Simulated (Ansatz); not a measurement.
Stretching the Be1–O2 bond in BeO (multiplicity 1 held). Energies count from the point at 1.327 Å.


R- and RO- levels are restricted; in cc, def2 and unpolarised 6-31G sets they are followed outwards from rest. U- levels take the lowest unrestricted solution at each point, which mixes spins at long bonds. Curves can end on different states.

Frozen-core correlation.

Programs: Ansatz (a first-principles code). Each number belongs to the level named beside it.

Energies in kcal/mol.

```tsv
R (Å)	U-HF/aug-cc-pVDZ	R-MP2/aug-cc-pVDZ	U-MP2/aug-cc-pVDZ	R-SCS-MP2/aug-cc-pVDZ
1.061	86.6	86.7	47.5	85.6
1.194	28.6	20.6	-18.5	20.0
1.327	0.0	0.0	0.0	0.0
1.459	-9.7	1.0	-11.9	1.7
1.592	-6.7	11.8	-10.9	13.1
1.791	8.7	47.2	1.8	46.3
1.990	28.6	89.1	19.2	84.6
2.322	60.2	133.2	58.3	125.2
2.653	69.8	155.5	86.8	145.6
3.051	71.9	167.5	92.9	156.3
3.582	72.3	172.7	93.9	160.8
4.245	72.4	174.1	93.8	162.0
5.307	72.4	174.5	93.8	162.3
```

Doubts at one or more of the structures used: a spin-contaminated determinant (U-HF/aug-cc-pVDZ, U-MP2/aug-cc-pVDZ); a restricted determinant that unrestricted orbitals would lower (R-MP2/aug-cc-pVDZ, R-SCS-MP2/aug-cc-pVDZ).
